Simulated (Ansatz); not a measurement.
The first iterations of a band of C4H13BSi (19 atoms, charge 0, multiplicity 1).

All numbers below come from Ansatz, RKS PBE/STO-3G.

| Item | Value |
| --- | --- |
| movable images | 5 |
| climbing image | yes |
| spring | 5.0 eV/Å² |
| optimiser | quadratic models (default) |
| start path | through a guess of the saddle point |
| force threshold | 0.05 eV/Å |
| iteration limit | 60 |
| end points | relaxed |

Initial state:

```xyz
19
Properties=species:S:1:pos:R:3
B -2.282 0.209 1.014
Si -0.436 -0.146 0.441
C -0.172 -1.960 -0.018
C 0.830 0.345 1.754
C -0.151 0.925 -1.116
C 1.274 0.776 -1.726
H -2.543 1.068 1.783
H -3.196 -0.398 0.573
H -0.872 -2.278 -0.809
H 0.853 -2.136 -0.385
H -0.330 -2.621 0.851
H 1.862 0.184 1.398
H 0.730 1.409 2.027
H 0.703 -0.249 2.675
H -0.899 0.657 -1.887
H -0.322 1.990 -0.865
H 1.385 1.415 -2.624
H 1.473 -0.269 -2.029
H 2.054 1.075 -1.000
```

Final state:

```xyz
19
Properties=species:S:1:pos:R:3
B -2.104 0.120 0.525
Si -0.145 -0.051 0.524
C 0.252 -1.880 0.210
C 0.616 0.433 2.185
C 0.683 0.989 -0.836
C 0.209 0.650 -2.279
H -2.735 0.013 1.518
H -2.716 0.298 -0.470
H -0.154 -2.224 -0.755
H 1.344 -2.039 0.192
H -0.167 -2.524 1.002
H 1.706 0.263 2.188
H 0.446 1.499 2.412
H 0.183 -0.156 3.010
H 0.495 2.063 -0.642
H 1.780 0.851 -0.778
H 0.716 1.293 -3.024
H -0.882 0.801 -2.389
H 0.432 -0.403 -2.536
```

| iteration | highest image above the first end (eV) | largest band force component (eV/Å) |
| --- | --- | --- |
| 1 | 1.936 | 5.757 |
| 2 | 0.185 | 1.075 |

Q: Does the band converge within its limit, and where does its top end?

A: The forces met the threshold. It ended after 6 iterations with the highest image 0.069 eV above the first end. A vibrational analysis at the climbing image gives 2 clearly imaginary modes (70i, 65i cm⁻¹): a point of higher order, so a lower path passes nearby. Limits of this set-up: minimal basis.

Run time: 86 s on 1 thread of Intel(R) Xeon(R) 6975P-C (Granite Rapids) (shared host), peak memory 0.23 GiB.
